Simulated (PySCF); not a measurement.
C$_{4}$H$_{13}$AlN (SMILES CC[N](C)(C)->[AlH2]), doublet, at a GFN2-xTB geometry (such geometries of metal compounds can be far from the true shape) (the spin is typed, not shown lowest), with bond 12-5 at 1.3 times its length. Base run: HF/3-21G in PySCF.

Input for PySCF:
```python
from pyscf import gto, scf

mol = gto.M(
    atom='''
Al   -1.59979072   -0.88786746   -0.40362325
H    -1.14503255   -2.39544136   -0.09897162
H    -1.35171419   -0.61314711   -1.96399238
C    -0.34890626    2.11541956    0.52010680
C     0.55742139    1.22202877   -0.31216783
N     0.41448270   -0.19746673    0.00760812
C     1.30725082   -0.96939952   -0.84313427
C     0.71112744   -0.48363466    1.40074643
H    -1.35034951    1.66912963    0.54156864
H     0.01323049    2.22928944    1.53870110
H    -0.41001572    3.10128350    0.06729033
H     0.19490275    1.35753242   -1.68045539
H     1.60694945    1.53391976   -0.19885799
H     1.06790300   -0.76990160   -1.88578293
H     1.14148954   -2.02875673   -0.65723038
H     2.35858774   -0.72420002   -0.65673259
H     1.72635370   -0.17493996    1.67377588
H    -0.00712208    0.02066504    2.04483164
H     0.60569914   -1.55610371    1.56063546
''',
    basis='3-21g',
    spin=1,
    verbose=4,
)

mf = scf.UHF(mol)
mf.kernel()
mf.analyze()
```

The base run was repeated with changes; each row names its change, and settings that it needs were set with it.

```
change                                                                            ΔE vs base (mEh)  SCF cycles  <S^2>        outcome
--------------------------------------------------------------------------------  ----------------  ----------  -----  -------------
base                                                                                         0.000          12  0.751      converged
diis_space = 12                                                                              0.000          12  0.751      converged
solver = newton; init_guess = 1e                                                             0.000           -  0.751      converged
diis_space = 4                                                                               0.000          14  0.751      converged
conv_tol = 1e-11                                                                             0.000          16  0.751      converged
diis = off; damp = 0.6 (with mf.diis_start_cycle = 200; with mf.max_cycle = 150)             0.000          52  0.751      converged
DIIS = ADIIS                                                                                 0.000          21  0.751      converged
level_shift = 1.0 (with mf.max_cycle = 100)                                                  0.000          29  0.751      converged
diis_space = 2                                                                               0.000          22  0.751      converged
conv_tol_grad = 1e-7                                                                         0.000          20  0.751      converged
diis = off; damp = 0.3 (with mf.diis_start_cycle = 200; with mf.max_cycle = 150)             0.000          31  0.751      converged
DIIS = EDIIS                                                                                     -          50      -  not converged
damp = 0.5; diis_start_cycle = 5                                                             0.000          13  0.751      converged
```

Open shells are given as the SCF converged; they aren't shown to be the lowest states, and a large step between rows can be another state.
